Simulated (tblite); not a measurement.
Record of a relaxation.

Species: C₂H₆F₂SSi.
Atom-mapped SMILES: `[CH3:1][C:2]([F:3])([F:4])[SiH2:5][SH:6]` (hydrogens: H7, H8, H9 on C1; H10, H11 on Si5; H12 on S6)

Computed with GFN2-xTB (tblite), gas phase: L-BFGS steps from a force-field or distance-geometry start until the largest atomic force falls under 0.01 eV/Å. 11 of its 57 geometries are shown.

Step 0: E = -593.2673 eV, largest atomic force 2.690 eV/Å
```
atom  x, y, z in Å  |  force x, y, z in eV/Å
C1      1.470   -0.287    0.585    0.121   0.210   0.397
C2      0.513   -0.082   -0.596    1.768  -0.623   0.737
F3      1.208    0.586   -1.555    0.098   0.189  -0.509
F4      0.248   -1.308   -1.128   -0.092  -0.438  -0.380
Si5    -1.082    0.789   -0.246   -2.196   1.544   0.165
S6     -2.333   -0.362    1.078    0.184  -0.117  -0.258
H7      1.010   -0.896    1.367   -0.075   0.130  -0.188
H8      1.775    0.677    1.024   -0.266  -0.359  -0.302
H9      2.374   -0.801    0.251   -0.122   0.046  -0.102
H10    -1.884    1.014   -1.485    0.459  -0.218   0.372
H11    -0.862    2.111    0.393    0.061  -0.586  -0.114
H12    -2.436   -1.440    0.288    0.059   0.221   0.183
```

Step 6: E = -593.4234 eV, largest atomic force 0.119 eV/Å
```
atom  x, y, z in Å  |  force x, y, z in eV/Å
C1      1.483   -0.294    0.595   -0.058   0.037  -0.024
C2      0.537   -0.086   -0.575    0.027  -0.033  -0.013
F3      1.206    0.583   -1.572   -0.032   0.069   0.003
F4      0.257   -1.311   -1.141   -0.067  -0.035  -0.007
Si5    -1.152    0.836   -0.244    0.101  -0.022  -0.035
S6     -2.329   -0.364    1.084    0.002   0.026   0.013
H7      0.994   -0.891    1.360    0.015   0.018  -0.043
H8      1.757    0.673    1.009    0.000  -0.023  -0.008
H9      2.384   -0.807    0.250   -0.102   0.038   0.048
H10    -1.863    0.995   -1.504    0.063  -0.049  -0.034
H11    -0.851    2.093    0.417   -0.003  -0.051   0.077
H12    -2.422   -1.428    0.294    0.053   0.026   0.022
```

Step 11: E = -593.4322 eV, largest atomic force 0.064 eV/Å
```
atom  x, y, z in Å  |  force x, y, z in eV/Å
C1      1.470   -0.289    0.589    0.000  -0.011   0.004
C2      0.532   -0.089   -0.583   -0.031   0.031  -0.011
F3      1.192    0.597   -1.576    0.006  -0.045  -0.017
F4      0.246   -1.314   -1.148    0.016   0.043  -0.023
Si5    -1.146    0.838   -0.249   -0.004  -0.027   0.031
S6     -2.322   -0.348    1.090    0.001   0.029  -0.031
H7      0.980   -0.887    1.351   -0.055   0.004   0.033
H8      1.747    0.676    1.002   -0.025   0.030   0.008
H9      2.369   -0.805    0.261    0.035  -0.025  -0.041
H10    -1.828    0.967   -1.531    0.043   0.018   0.037
H11    -0.845    2.068    0.463   -0.010  -0.015  -0.019
H12    -2.393   -1.415    0.306    0.024  -0.031   0.029
```

Step 17: E = -593.4345 eV, largest atomic force 0.056 eV/Å
```
atom  x, y, z in Å  |  force x, y, z in eV/Å
C1      1.465   -0.290    0.588   -0.007   0.005  -0.007
C2      0.532   -0.087   -0.586   -0.015  -0.011  -0.036
F3      1.192    0.591   -1.583    0.029   0.029   0.007
F4      0.243   -1.307   -1.158   -0.010  -0.045   0.003
Si5    -1.140    0.834   -0.245   -0.046   0.032   0.002
S6     -2.329   -0.343    1.088   -0.004  -0.003  -0.013
H7      0.965   -0.879    1.351    0.004  -0.013  -0.010
H8      1.736    0.678    1.000    0.018   0.007  -0.002
H9      2.364   -0.807    0.258    0.004  -0.011   0.032
H10    -1.807    0.969   -1.531    0.000   0.024  -0.001
H11    -0.846    2.062    0.470    0.005   0.014   0.000
H12    -2.374   -1.423    0.322    0.022  -0.027   0.026
```

Step 22: E = -593.4364 eV, largest atomic force 0.057 eV/Å
```
atom  x, y, z in Å  |  force x, y, z in eV/Å
C1      1.457   -0.290    0.583    0.006  -0.011   0.022
C2      0.530   -0.087   -0.597    0.024  -0.003   0.052
F3      1.201    0.591   -1.585   -0.048  -0.009   0.004
F4      0.240   -1.310   -1.166    0.004   0.033   0.005
Si5    -1.143    0.839   -0.242    0.033  -0.002  -0.042
S6     -2.341   -0.340    1.082    0.014   0.006  -0.018
H7      0.950   -0.875    1.346    0.000  -0.005  -0.003
H8      1.730    0.679    0.994   -0.001  -0.018  -0.019
H9      2.359   -0.813    0.267   -0.025   0.005   0.005
H10    -1.792    0.986   -1.535   -0.040   0.026  -0.015
H11    -0.846    2.066    0.476    0.000  -0.022  -0.004
H12    -2.345   -1.446    0.350    0.034   0.000   0.012
```

Step 28: E = -593.4397 eV, largest atomic force 0.088 eV/Å
```
atom  x, y, z in Å  |  force x, y, z in eV/Å
C1      1.444   -0.296    0.586   -0.022   0.007  -0.032
C2      0.526   -0.089   -0.599   -0.074   0.027  -0.039
F3      1.195    0.594   -1.587    0.023  -0.016   0.017
F4      0.234   -1.306   -1.177    0.014  -0.013   0.011
Si5    -1.141    0.848   -0.260   -0.041  -0.022   0.023
S6     -2.350   -0.331    1.057    0.010   0.013  -0.005
H7      0.923   -0.873    1.345    0.006   0.014   0.035
H8      1.722    0.676    0.983    0.009   0.001   0.051
H9      2.342   -0.828    0.282    0.022  -0.029  -0.028
H10    -1.788    1.032   -1.551   -0.004   0.000   0.005
H11    -0.843    2.058    0.486    0.011  -0.001  -0.014
H12    -2.264   -1.484    0.408    0.046   0.019  -0.022
```

Step 34: E = -593.4425 eV, largest atomic force 0.046 eV/Å
```
atom  x, y, z in Å  |  force x, y, z in eV/Å
C1      1.428   -0.298    0.585    0.008  -0.005   0.039
C2      0.513   -0.088   -0.603    0.039  -0.018   0.008
F3      1.194    0.590   -1.583    0.000   0.021  -0.014
F4      0.231   -1.308   -1.180   -0.031  -0.013   0.007
Si5    -1.153    0.854   -0.272    0.015   0.021   0.007
S6     -2.358   -0.329    1.039   -0.013  -0.029   0.004
H7      0.909   -0.864    1.353   -0.032  -0.033   0.003
H8      1.720    0.666    0.991    0.006   0.027  -0.026
H9      2.320   -0.844    0.280   -0.019   0.006  -0.015
H10    -1.793    1.067   -1.561   -0.002  -0.020   0.005
H11    -0.835    2.052    0.484    0.004   0.034  -0.003
H12    -2.175   -1.498    0.441    0.025   0.009  -0.015
```

Step 39: E = -593.4440 eV, largest atomic force 0.047 eV/Å
```
atom  x, y, z in Å  |  force x, y, z in eV/Å
C1      1.418   -0.301    0.589    0.003  -0.008  -0.024
C2      0.507   -0.088   -0.603    0.001   0.003   0.020
F3      1.194    0.589   -1.581   -0.012  -0.010   0.008
F4      0.222   -1.308   -1.179   -0.018   0.018   0.010
Si5    -1.155    0.861   -0.273    0.009   0.018   0.002
S6     -2.363   -0.334    1.027    0.015  -0.005  -0.014
H7      0.892   -0.867    1.356    0.020   0.034  -0.024
H8      1.719    0.665    0.987   -0.025  -0.040  -0.003
H9      2.304   -0.852    0.278   -0.002  -0.003   0.028
H10    -1.794    1.079   -1.563    0.003  -0.017   0.016
H11    -0.830    2.059    0.481   -0.007   0.012  -0.008
H12    -2.113   -1.504    0.455    0.012  -0.003  -0.011
```

Step 45: E = -593.4453 eV, largest atomic force 0.036 eV/Å
```
atom  x, y, z in Å  |  force x, y, z in eV/Å
C1      1.410   -0.306    0.589   -0.005   0.004   0.006
C2      0.500   -0.086   -0.600   -0.019   0.014  -0.021
F3      1.190    0.585   -1.580    0.006  -0.010  -0.014
F4      0.202   -1.304   -1.174   -0.011   0.006  -0.006
Si5    -1.155    0.874   -0.271   -0.006  -0.015   0.005
S6     -2.361   -0.343    1.011    0.018  -0.010   0.000
H7      0.879   -0.862    1.356   -0.014  -0.023   0.024
H8      1.714    0.658    0.985    0.023   0.022   0.013
H9      2.292   -0.865    0.283    0.021  -0.011   0.001
H10    -1.795    1.081   -1.561    0.000   0.005  -0.010
H11    -0.827    2.075    0.476   -0.010   0.009   0.003
H12    -2.048   -1.508    0.460   -0.002   0.009   0.000
```

Step 50: E = -593.4457 eV, largest atomic force 0.018 eV/Å
```
atom  x, y, z in Å  |  force x, y, z in eV/Å
C1      1.409   -0.307    0.590    0.004   0.000   0.000
C2      0.499   -0.084   -0.600    0.013  -0.005   0.009
F3      1.190    0.581   -1.583    0.006  -0.001   0.003
F4      0.193   -1.301   -1.173   -0.003  -0.002   0.005
Si5    -1.156    0.876   -0.270    0.002   0.010  -0.008
S6     -2.354   -0.347    1.011    0.008   0.001   0.011
H7      0.878   -0.864    1.359    0.001   0.012  -0.014
H8      1.718    0.656    0.988   -0.005  -0.009  -0.002
H9      2.292   -0.867    0.286   -0.013   0.002  -0.002
H10    -1.797    1.079   -1.560    0.003   0.004  -0.001
H11    -0.831    2.082    0.473   -0.013  -0.004   0.001
H12    -2.039   -1.507    0.453   -0.001  -0.007  -0.002
```

Step 56: E = -593.4459 eV, largest atomic force 0.008 eV/Å
```
atom  x, y, z in Å  |  force x, y, z in eV/Å
C1      1.409   -0.306    0.590   -0.004  -0.001   0.000
C2      0.500   -0.082   -0.600   -0.003   0.002  -0.004
F3      1.194    0.578   -1.584   -0.001   0.000  -0.003
F4      0.188   -1.299   -1.169    0.008  -0.001  -0.001
Si5    -1.155    0.878   -0.272    0.001  -0.001   0.003
S6     -2.344   -0.349    1.016    0.005  -0.002  -0.004
H7      0.875   -0.862    1.356   -0.001  -0.002   0.007
H8      1.719    0.655    0.989    0.001   0.000  -0.001
H9      2.290   -0.869    0.285   -0.002  -0.003   0.000
H10    -1.796    1.080   -1.563   -0.002  -0.001   0.001
H11    -0.841    2.084    0.474   -0.001   0.004   0.002
H12    -2.038   -1.508    0.449   -0.001   0.003   0.002
```

Q: Summarise the path.

A: The energy falls by 0.1786 eV from step 0 to step 56; nine tenths of that is first reached at step 9. It falls at every step. The largest force goes from 2.690 to 0.008 eV/Å. Among the bonds C2–Si5 changes most, from 1.851 to 1.942 Å; the atoms move by 0.153 Å rms after alignment.

Q: Follow the three bonds and two angles with the largest change from start to end.

A: 
```tsv
step	E above end (eV)	largest force (eV/Å)	C2–Si5 (Å)	Si5–H10 (Å)	Si5–H11 (Å)	H10–Si5–H11 (°)	S6–Si5–H10 (°)
0	0.1786	2.690	1.851	1.493	1.485	107.6	106.2
2	0.0354	0.243	1.937	1.452	1.450	110.9	107.9
5	0.0244	0.155	1.954	1.451	1.450	113.1	109.1
7	0.0207	0.118	1.951	1.459	1.455	114.2	109.4
10	0.0148	0.120	1.946	1.460	1.455	116.5	109.8
12	0.0132	0.052	1.945	1.455	1.451	117.1	110.1
15	0.0121	0.051	1.941	1.454	1.450	116.9	110.2
17	0.0114	0.056	1.940	1.455	1.451	116.8	110.3
19	0.0106	0.067	1.943	1.455	1.452	116.7	110.5
22	0.0095	0.057	1.945	1.454	1.453	116.5	110.8
24	0.0083	0.094	1.942	1.454	1.453	116.3	111.0
27	0.0067	0.059	1.942	1.455	1.452	116.3	111.2
29	0.0055	0.096	1.944	1.456	1.453	116.1	111.5
32	0.0041	0.065	1.943	1.456	1.452	115.9	112.0
34	0.0034	0.046	1.942	1.455	1.452	115.9	112.1
37	0.0025	0.069	1.943	1.455	1.452	115.9	112.1
39	0.0019	0.047	1.943	1.456	1.453	115.8	112.0
41	0.0012	0.058	1.941	1.456	1.453	115.7	111.6
44	0.0007	0.036	1.941	1.455	1.452	115.9	111.4
46	0.0004	0.036	1.942	1.455	1.452	116.0	111.3
49	0.0003	0.014	1.941	1.455	1.453	115.9	111.3
51	0.0002	0.021	1.941	1.455	1.453	115.9	111.4
54	0.0000	0.016	1.942	1.455	1.452	115.9	111.6
56	0.0000	0.008	1.942	1.455	1.452	115.8	111.7
```

What follows is the cost of the whole relaxation. Hardware: one thread, Arm Neoverse N1 (aarch64), on a shared host. Cost: 0.51 s of wall time.
